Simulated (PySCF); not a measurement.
PySCF input (BP86/6-31G* (5d)):

```python
from pyscf import gto, dft

mol = gto.M(
    atom='''
    Si   -2.06583500   -0.68172800    0.00601500
    O    -0.70692400   -0.69695900    0.89774100
    Si    0.92848700   -0.25068200    0.73511000
    Cl    0.60186700    1.97329400    0.48794100
    Cl    1.11718200   -0.75464400   -1.47500700
    H    -2.15864700    0.43859500   -0.95895100
    H    -2.25120400   -1.95306300   -0.74566200
    H    -3.23571500   -0.57316500    0.92705300
    ''',
    basis='6-31g*',
    charge=-1,
    spin=0,
    verbose=4,
)

mf = dft.RKS(mol, xc='bp86')
mf.grids.level = 3
mf.conv_tol = 1e-9
mf.max_cycle = 100
mf.max_memory = 1500
mf.kernel()
if not mf.converged:
    mf = mf.newton()
    mf.kernel(mf.make_rdm1())
mf.dip_moment()
```

Output:

```
PySCF version 2.14.0

[INPUT] verbose = 4
[INPUT] num. atoms = 8
[INPUT] num. electrons = 74
[INPUT] charge = -1
[INPUT] spin (= nelec alpha-beta = 2S) = 0
[INPUT] symmetry False subgroup None
[INPUT] Mole.unit = angstrom
[INPUT] Symbol           X                Y                Z      unit          X                Y                Z       unit  Magmom
[INPUT]  1 Si    -2.065835000000  -0.681728000000   0.006015000000 AA   -3.903862368541  -1.288279211447   0.011366702639 Bohr   0.0
[INPUT]  2 O     -0.706924000000  -0.696959000000   0.897741000000 AA   -1.335892750882  -1.317061630051   1.696484620793 Bohr   0.0
[INPUT]  3 Si     0.928487000000  -0.250682000000   0.735110000000 AA    1.754586140219  -0.473720324358   1.389156571429 Bohr   0.0
[INPUT]  4 Cl     0.601867000000   1.973294000000   0.487941000000 AA    1.137363793414   3.728985223247   0.922074854946 Bohr   0.0
[INPUT]  5 Cl     1.117182000000  -0.754644000000  -1.475007000000 AA    2.111168011294  -1.426070481546  -2.787359261816 Bohr   0.0
[INPUT]  6 H     -2.158647000000   0.438595000000  -0.958951000000 AA   -4.079251629614   0.828824429604  -1.812154756878 Bohr   0.0
[INPUT]  7 H     -2.251204000000  -1.953063000000  -0.745662000000 AA   -4.254159010525  -3.690754174021  -1.409096961495 Bohr   0.0
[INPUT]  8 H     -3.235715000000  -0.573165000000   0.927053000000 AA   -6.114615167147  -1.083124874186   1.751876272956 Bohr   0.0

nuclear repulsion = 417.137749200986
number of shells = 44
number of NR pGTOs = 243
number of NR cGTOs = 92
basis = 6-31g*
ecp = {}

******** <class 'pyscf.dft.rks.RKS'> ********
method = RKS
initial guess = minao
damping factor = 0
level_shift factor = 0
DIIS = <class 'pyscf.scf.diis.CDIIS'>
diis_start_cycle = 1
diis_space = 8
diis_damp = 0
SCF conv_tol = 1e-09
SCF conv_tol_grad = None
SCF max_cycles = 100
direct_scf = True
direct_scf_tol = 1e-13
XC library pyscf.dft.libxc version 7.1.2
    S. Lehtola, C. Steigemann, M. J. T. Oliveira, and M. A. L. Marques,  SoftwareX 7, 1–5 (2018)
XC functionals = bp86
    A. D. Becke,  Phys. Rev. A 38, 3098 (1988)
    J. P. Perdew,  Phys. Rev. B 33, 8822 (1986)
    J. P. Perdew,  Phys. Rev. B 34, 7406–7406 (1986)
radial grids:
    Treutler-Ahlrichs [JCP 102, 346 (1995); DOI:10.1063/1.469408] (M4) radial grids

becke partition: Becke, JCP 88, 2547 (1988); DOI:10.1063/1.454033
pruning grids: <function nwchem_prune>
grids dens level: 3
symmetrized grids: False
atomic radii adjust function: <function treutler_atomic_radii_adjust>
small_rho_cutoff = 0
Set gradient conv threshold to 3.16228e-05
Initial guess from minao.
tot grids = 119632
init E= -1576.72580399148
  HOMO = -0.238880637954317  LUMO = -0.060033900983349  gap/eV = 4.86667
cycle= 1 E= -1576.5009673203  delta_E= 0.225  |g|= 0.923  |ddm|= 2.73
  HOMO = 0.0644243431855176  LUMO = 0.161268092779616  gap/eV = 2.63525
cycle= 2 E= -1575.5531281527  delta_E= 0.948  |g|= 2.26  |ddm|=  3.1
  HOMO = -0.0135711293233864  LUMO = 0.127397295783931  gap/eV = 3.83595
cycle= 3 E= -1576.65647461398  delta_E= -1.1  |g|= 0.323  |ddm|= 2.47
  HOMO = -0.0198525523560451  LUMO = 0.134642337531104  gap/eV = 4.20402
cycle= 4 E= -1576.68285059273  delta_E= -0.0264  |g|= 0.137  |ddm|= 0.66
  HOMO = -0.0292658106963004  LUMO = 0.130165418296432  gap/eV = 4.33834
cycle= 5 E= -1576.68913399218  delta_E= -0.00628  |g|= 0.0288  |ddm|= 0.256
  HOMO = -0.0245962988012849  LUMO = 0.131236539291387  gap/eV = 4.24043
cycle= 6 E= -1576.68941291713  delta_E= -0.000279  |g|= 0.00638  |ddm|= 0.0513
  HOMO = -0.0248092242537097  LUMO = 0.131382839094421  gap/eV = 4.25020
cycle= 7 E= -1576.68942554261  delta_E= -1.26e-05  |g|= 0.00102  |ddm|= 0.0113
  HOMO = -0.0248767749791323  LUMO = 0.131327276207837  gap/eV = 4.25053
cycle= 8 E= -1576.68942587151  delta_E= -3.29e-07  |g|= 0.000266  |ddm|= 0.00216
  HOMO = -0.0248799206705175  LUMO = 0.131314538313267  gap/eV = 4.25027
cycle= 9 E= -1576.68942593052  delta_E= -5.9e-08  |g|= 7.79e-05  |ddm|= 0.000518
  HOMO = -0.0248795409655744  LUMO = 0.131315232709412  gap/eV = 4.25028
cycle= 10 E= -1576.68942589498  delta_E= 3.55e-08  |g|= 4.71e-05  |ddm|= 0.000207
  HOMO = -0.024878981993905  LUMO = 0.131316391897928  gap/eV = 4.25029
cycle= 11 E= -1576.68942593278  delta_E= -3.78e-08  |g|= 6.55e-06  |ddm|= 8.75e-05
  HOMO = -0.0248792962381938  LUMO = 0.131316042990008  gap/eV = 4.25029
cycle= 12 E= -1576.68942593279  delta_E= -7.96e-12  |g|= 1.08e-06  |ddm|= 1.07e-05
  HOMO = -0.0248791617451785  LUMO = 0.131316205617412  gap/eV = 4.25029
Extra cycle  E= -1576.68942593279  delta_E= -3.87e-12  |g|= 1.18e-06  |ddm|= 3.72e-06
converged SCF energy = -1576.68942593279

WARN: System has nonzero charge -1; the dipole moment is origin-dependent.
Location of origin: [0. 0. 0.]

Dipole moment(X, Y, Z, Debye): -2.65582, -0.93562,  0.08182
```

The dipole moment of an ion depends on the origin.

The geometry given is a B3LYP-D3(BJ)/def2-TZVP minimum.
